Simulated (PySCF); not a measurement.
Si(H)3(NiPr2) (C6H17NSi), SMILES CC(C)N([SiH3])C(C)C.

Coordinates come from a r2SCAN-D4/def2-SVP optimisation. The isomer is the one that the SMILES or the coordinates give; other isomers of the formula were not compared. One conformer was computed; it need not be the lowest.

The numbers are results of PBE/def2-SVP (PySCF), not measurements.

Isolated molecule, no solvent.

**Question.** Estimate the frontier levels, gap, dipole moment and polarisability. (The exact figures need the calculation; the answer reports its results.)

**Answer.** 
```yaml
highest_occupied_level: -4.81 eV
lowest_empty_level: 0.11 eV
orbital_gap: 4.92 eV
dipole_moment: 1.18 D
quadrupole, principal values (traceless, Buckingham form, about the centre of nuclear charge): -2.37, -1.30, 3.67 D·Å
mean_static_polarisability: 101.1 bohr³ (14.99 Å³)
polarisability_principal_values: 93.3, 104.6, 105.5 bohr³
```
